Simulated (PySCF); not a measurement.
# Basis and Hamiltonian dependence of the ionisation energy of Mg²⁺

Mg²⁺ [Ne] (1S) → Mg³⁺ [He] 2s2 2p5 (2P). Calculated with PySCF 2.14 from differences of total energies of unrestricted determinants, without spin-orbit coupling. Values in eV.

```json
{"basis": "cc-pVDZ-DK", "Hamiltonian": "spin-free X2C", "functions": "18", "UHF": "81.039", "PBE0": "82.479", "MP2 (valence)": "81.075", "CCSD(T) (valence)": "81.074"}
{"basis": "6-31G*", "Hamiltonian": "non-relativistic", "functions": "18", "UHF": "80.959", "PBE0": "n/a", "MP2 (valence)": "80.997", "CCSD(T) (valence)": "80.996"}
{"basis": "pcseg-2", "Hamiltonian": "non-relativistic", "functions": "19", "UHF": "80.169", "PBE0": "81.757", "MP2 (valence)": "80.268", "CCSD(T) (valence)": "80.271"}
{"basis": "jorge-DZP-DKH", "Hamiltonian": "spin-free X2C", "functions": "24", "UHF": "78.956", "PBE0": "80.534", "MP2 (valence)": "79.466", "CCSD(T) (valence)": "79.485"}
{"basis": "aug-cc-pVDZ-DK", "Hamiltonian": "spin-free X2C", "functions": "27", "UHF": "81.017", "PBE0": "82.461", "MP2 (valence)": "81.055", "CCSD(T) (valence)": "81.054"}
{"basis": "aug-cc-pVDZ", "Hamiltonian": "non-relativistic", "functions": "27", "UHF": "81.031", "PBE0": "n/a", "MP2 (valence)": "81.069", "CCSD(T) (valence)": "81.068"}
{"basis": "x2c-TZVPall", "Hamiltonian": "spin-free X2C", "functions": "32", "UHF": "78.610", "PBE0": "80.219", "MP2 (valence)": "79.934", "CCSD(T) (valence)": "79.928"}
{"basis": "def2-TZVP", "Hamiltonian": "non-relativistic", "functions": "32", "UHF": "78.641", "PBE0": "n/a", "MP2 (valence)": "79.954", "CCSD(T) (valence)": "79.950"}
{"basis": "cc-pVTZ-DK", "Hamiltonian": "spin-free X2C", "functions": "34", "UHF": "80.018", "PBE0": "n/a", "MP2 (valence)": "80.163", "CCSD(T) (valence)": "80.167"}
```

Frozen in the all-electron rows: valence: [He] 2s2.

At CCSD(T) (valence), cc-pVDZ-DK, 6-31G*, pcseg-2, jorge-DZP-DKH, aug-cc-pVDZ-DK, aug-cc-pVDZ, def2-TZVP lie more than 0.3 eV from the median of the rows with comparable relativity. Sets contracted for the neutral atom can be stiff in a shell that they treat as core.

Between the lowest levels the reference is 80.144 eV (measured; NIST Atomic Spectra Database, ionization energies); it includes spin-orbit coupling, which these numbers lack.
